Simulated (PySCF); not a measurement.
## Polarisability and C₆ of Co⁺ (cobalt, charge +1)

[Ar] 3d7 4s1, high-spin 5F determinant (an excited configuration). All numbers are calculated (PySCF 2.14, no relativity, point nucleus, in def2-TZVPPD (6s6p4d2f1g, 67 functions)). Coupled (time-dependent) response in atomic units; α is the mean over directions.

```
method  mean α (bohr³)  C₆ (like pair)  S(−4)
   UHF           32.99           159.3   1060
   PBE           22.86           100.2  454.7
  PBE0           24.83           110.8  555.1
revPBE           23.53           104.0  484.7
```

S(−4) is the Cauchy moment in α(ω) = α(0) + S(−4) ω² + …

α(iu) at PBE0:

```tsv
u (hartree)	α(iu) (bohr³)
0	24.83
0.0500	23.52
0.100	20.40
0.200	13.71
0.300	9.310
0.500	5.139
0.750	3.155
1.00	2.281
1.50	1.507
2.00	1.140
3.00	0.7489
5.00	0.3907
```

A single London oscillator, α(iu) = α/(1 + u²/ω²), gives C₆ = (3/4) ω α². Matching the computed C₆ needs ω = 4 × 110.8 / (3 × 24.83²) = 0.240 hartree.

For an ion, C₆ is the dispersion term alone; charge-induced terms of lower order in 1/R come first.
